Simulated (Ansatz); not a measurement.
System: 1,1,1,2-tetrafluoroethane, C2H2F4, net charge 0, singlet state. SMILES: FCC(F)(F)F
Coordinates optimised at B3LYP-D3(BJ)/def2-TZVP (Ansatz, a quantum-chemistry and plane-wave program):
```
C
F 1 1.3409
F 1 1.3409 2 107.85
F 1 1.3487 2 108.02 3 116.52
C 1 1.5187 2 111.94 3 -123.57
F 5 1.3760 1 109.64 2 60.62
H 5 1.0906 6 109.46 1 119.32
H 5 1.0906 7 110.59 6 -120.67
```
Charge 0, spin multiplicity 1.

Computed values are from Ansatz. Cores are frozen in the correlated levels unless marked. UHF or UKS for open shells. Spin-orbit coupling is left out. Non-relativistic. CBS marks a two-point X^-3 extrapolation of the correlation energy; Hartree-Fock from the larger set.

Question: What is the total energy at CCSD(T)/CBS(aug-cc-pVTZ,aug-cc-pVQZ)?

Answer: -476.4572 Eh.

Question: What is the dipole moment at CCSD(T)/aug-cc-pVDZ?

Answer: 2.05 D.

Question: What is the atomisation energy De at CCSD(T)/CBS(aug-cc-pVTZ,aug-cc-pVQZ)?

Answer: 762.2 kcal/mol.

Question: What is the T1 diagnostic at CCSD/aug-cc-pVQZ?

Answer: 0.012.
